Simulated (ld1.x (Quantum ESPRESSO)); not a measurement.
Transferability test, ultrasoft potential for Ti

Ti, ultrasoft, made with ld1.x (Quantum ESPRESSO) 7.5 (LDA (PZ), non-relativistic). Core [Ar], reference 3d2 4s2 4p0. Waves: 4s (bound): rcut 2.60, rcutus 2.90 bohr; 4s channel at 1.05 Ry: rcut 2.60, rcutus 2.90 bohr; 4p (bound, empty): rcut 2.15, rcutus 2.70 bohr; 4p channel at 1.9 Ry: rcut 2.15, rcutus 2.70 bohr; 3d (bound): rcut 1.55, rcutus 1.70 bohr; 3d channel at 1.05 Ry: rcut 1.55, rcutus 1.70 bohr. Local part: all-electron potential smoothed inside 1.65 bohr (lloc = -2). Core correction: Bessel-smoothed model core inside 1.75 bohr. Augmentation charge: PSQ, inside the norm-conserving radii.

Energies are relative to the spin-unpolarised reference configuration 3d2 4s2 4p0; without spin polarisation the order of configurations can differ from experiment. Spin-polarised rows fill each open shell by Hund’s rule, majority spin first. The frozen-core shift is the all-electron ΔE with the core orbitals held at their reference shape minus the fully relaxed ΔE.

```csv
valence configuration,charge,ΔE all-electron (eV),error AE − PS (meV),frozen-core shift (meV)
3d2 4s0 4p0,+2,21.171,-30,+16
3d2 4s0 4p2,0,6.301,-15,+2.6
3d3 4s1 4p0,0,0.899,-129,+91
3d2 4s1.5 4p0,+0.5,2.990,-0.6,+0.3
3d2.5 4s1.5 4p0,0,0.233,-44,+31
3d2 4s2 4p0 (spin-polarised),0,-0.677,+103,+2.0
3d2 4s1 4p0 (spin-polarised),+1,6.233,+113,+3.0
```

Question: What are ΔE and the potential's error for 3d1 4s0 4p0?

Answer: ΔE = 48.518 eV all-electron; the error (AE − PS) is -722 meV.

Question: What are ΔE and the potential's error for 3d2 4s1 4p0?

Answer: ΔE = 7.473 eV all-electron; the error (AE − PS) is -3.4 meV.

Levels in the configuration 3d2 4s1.5 4p0:

```json
{"level": "3d", "all-electron (eV)": "-8.038", "pseudo (eV)": "-8.031"}
{"level": "4s", "all-electron (eV)": "-7.442", "pseudo (eV)": "-7.444"}
```
